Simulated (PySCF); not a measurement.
Al(OSiH3)2 (AlH6O2Si2), SMILES [SiH3][O][Al][O][SiH3], multiplicity 2. Atoms are numbered in the order given.

```xyz
11

Al    -0.0861    -0.9649     0.0617
O     -1.2491     0.0452     0.7912
Si    -2.5205     0.7273     1.6012
H     -2.7256     0.0525     2.9135
H     -3.7695     0.5981     0.8003
H     -2.2520     2.1710     1.8434
O      1.2277    -0.2757    -0.7773
Si     2.5914     0.0626    -1.6514
H      2.5700    -0.6654    -2.9508
H      3.8056    -0.3516    -0.8946
H      2.6704     1.5237    -1.9230
```
Charge 0, spin multiplicity 2.

Geometry optimised at TPSSh-D3(BJ)/def2-SVP. The spin state was assumed, not searched. The isomer is the one that the SMILES or the coordinates give; other isomers of the formula were not compared. The values are those of a single conformer.

The numbers are results of C-PCM-B3LYP/def2-SVP (PySCF), not measurements.

The values are the electrostatic part of the solvation free energy, E(continuum) − E(gas) at the gas-phase geometry, in a cavity of scaled van der Waals radii (PySCF's table); cavitation and dispersion terms are not included. A continuum can't describe solvent molecules that bind to the metal. The dipole moment in vacuum is 0.90 D.

| solvent | ε | ΔG(elec) (kcal/mol) | dipole (D) |
|---|---|---|---|
| water | 78.36 | -2.4 | 1.33 |
| benzene | 2.27 | -1.3 | 1.12 |
| 2-propanol | 19.26 | -2.3 | 1.31 |
